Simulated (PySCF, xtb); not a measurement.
C₂H₈FNSi, SMILES CN(C)[SiH2]F. The values are those of a single conformer.

Harmonic wavenumbers (cm⁻¹) from GFN2-xTB (xtb) at its own minimum, in rising order: 66, 155, 186, 200, 268, 309, 385, 543, 565, 693, 747, 800, 831, 1048, 1062, 1090, 1128, 1206, 1319, 1420, 1429, 1479, 1487, 1499, 1510, 2247, 2335, 2895, 2902, 2951, 2955, 3037, 3052.

Task: What does B3LYP-D3(BJ)/def2-SVP (PySCF) give at its own minimum? (Estimate from the structure and the level; the computed values follow.)

Result: 78, 127, 222, 231, 287, 326, 381, 673, 677, 808, 855, 936, 973, 1030, 1089, 1116, 1170, 1235, 1329, 1436, 1453, 1460, 1464, 1484, 1508, 2261, 2268, 2973, 2979, 3028, 3035, 3110, 3111. Paired by order, the mean absolute difference is 50 cm⁻¹ and the zero-point energies are 62.6 and 64.5 kcal/mol.
